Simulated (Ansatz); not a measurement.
Geometry optimisation, Ansatz, RKS PBE/def2-SVP.

input.yaml

```yaml
crystal:
  periodic: [false, false, false]
  atoms:
    - { symbol: In, position_ang: [0.336799, -1.25457, 0.050406] }
    - { symbol: S, position_ang: [1.742222, 0.100469, -1.452405] }
    - { symbol: O, position_ang: [0.843104, -1.761762, 1.943715] }
    - { symbol: O, position_ang: [-1.286188, -2.122086, -0.776047] }
    - { symbol: H, position_ang: [0.090272, 1.922754, -0.430096] }
    - { symbol: "N", position_ang: [-0.655237, 2.005813, 0.273662] }
    - { symbol: H, position_ang: [0.876878, -0.129053, -2.482095] }
    - { symbol: H, position_ang: [1.651347, -1.273901, 2.195837] }
    - { symbol: H, position_ang: [-1.765392, -2.59221, -0.06491] }
    - { symbol: H, position_ang: [-1.481931, 2.384944, -0.205261] }
    - { symbol: H, position_ang: [-0.351875, 2.7196, 0.947295] }
basis:
  gaussian: { orbitals: def2-SVP }
hamiltonian:
  xc: pbe
relax:
  f_tol: 0.03
  max_steps: 50
```

Launched with:

```bash
$ ansatz run input.yaml --threads 2 --pin off --max-ram 3072MiB --backend cpu --events-out ev --progress --plain --runs-dir out
```

Q: Where does it end, and by what steps?

A: The run converged. The force dipped under the threshold on the way, but the program's further checks kept it going. After 21 steps the energy has fallen by 0.705 eV; H10 moved furthest, 1.12 Å. Joined: In1–N6 (3.42 → 2.33 Å).

```json
{"step": "0", "energy less start (eV)": "0.0000", "largest force component (eV/Å)": "0.555", "accepted": "yes"}
{"step": "1", "energy less start (eV)": "-0.1659", "largest force component (eV/Å)": "0.409", "accepted": "yes"}
{"step": "2", "energy less start (eV)": "-0.3736", "largest force component (eV/Å)": "0.409", "accepted": "yes"}
{"step": "3", "energy less start (eV)": "-0.5308", "largest force component (eV/Å)": "0.585", "accepted": "yes"}
{"step": "4", "energy less start (eV)": "-0.5784", "largest force component (eV/Å)": "1.323", "accepted": "yes"}
{"step": "5", "energy less start (eV)": "-0.5981", "largest force component (eV/Å)": "0.624", "accepted": "yes"}
{"step": "6", "energy less start (eV)": "-0.6463", "largest force component (eV/Å)": "0.972", "accepted": "yes"}
{"step": "7", "energy less start (eV)": "-0.6815", "largest force component (eV/Å)": "0.231", "accepted": "yes"}
{"step": "8", "energy less start (eV)": "-0.6936", "largest force component (eV/Å)": "0.055", "accepted": "yes"}
{"step": "9", "energy less start (eV)": "-0.6955", "largest force component (eV/Å)": "0.051", "accepted": "yes"}
{"step": "10", "energy less start (eV)": "-0.6966", "largest force component (eV/Å)": "0.047", "accepted": "yes"}
{"step": "11", "energy less start (eV)": "-0.6609", "largest force component (eV/Å)": "1.638", "accepted": "no"}
{"step": "12", "energy less start (eV)": "-0.7007", "largest force component (eV/Å)": "0.036", "accepted": "yes"}
{"step": "13", "energy less start (eV)": "-0.6996", "largest force component (eV/Å)": "0.465", "accepted": "no"}
{"step": "14", "energy less start (eV)": "-0.7026", "largest force component (eV/Å)": "0.028", "accepted": "yes"}
{"step": "15", "energy less start (eV)": "-0.7033", "largest force component (eV/Å)": "0.157", "accepted": "yes"}
{"step": "16", "energy less start (eV)": "-0.7020", "largest force component (eV/Å)": "0.377", "accepted": "no"}
{"step": "17", "energy less start (eV)": "-0.7043", "largest force component (eV/Å)": "0.027", "accepted": "yes"}
{"step": "18", "energy less start (eV)": "-0.7046", "largest force component (eV/Å)": "0.050", "accepted": "yes"}
{"step": "19", "energy less start (eV)": "-0.7018", "largest force component (eV/Å)": "0.379", "accepted": "no"}
{"step": "20", "energy less start (eV)": "-0.7047", "largest force component (eV/Å)": "0.034", "accepted": "yes"}
{"step": "21", "energy less start (eV)": "-0.7048", "largest force component (eV/Å)": "0.014", "accepted": "yes"}
```

```xyz
11
Properties=species:S:1:pos:R:3
In 0.362 -0.563 -0.053
S 2.099 -0.422 -1.774
O 0.874 -0.700 1.924
O -1.550 -1.100 -0.570
H -0.303 2.330 -0.200
N -0.601 1.518 0.354
H 1.208 -0.778 -2.743
H 1.650 -1.280 2.032
H -1.669 -2.066 -0.505
H -1.601 1.335 0.181
H -0.469 1.726 1.353
```

Run time: 36 s on 2 threads of INTEL(R) XEON(R) PLATINUM 8581C CPU @ 2.10GHz (Emerald Rapids) (shared host), peak memory 0.18 GiB.
